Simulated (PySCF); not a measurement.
# Correlation energy of Be (beryllium, neutral)

[He] 2s2, closed-shell 1S. Computed with PySCF 2.14 in dyall-acv3z (15s9p4d2f, 76 functions), with the non-relativistic Hamiltonian (point nucleus). Frozen: 1s2; 2 electrons correlated; the 10 highest virtual orbitals of each spin left out.

With two correlated electrons CCSD is exact within the correlated space (frozen core and kept virtual orbitals).

```json
{"level": "CCSD", "correlation energy (mhartree)": "-46.00"}
```

Diagnostics: T1 = 0.022, D1 = 0.0308, largest double amplitude 0.087.

**Question.** Is a single reference adequate?

**Answer.** Mostly. T1 lies below 0.03, but a double amplitude of this size points to a near-degeneracy that CCSD handles and MP2 describes poorly.
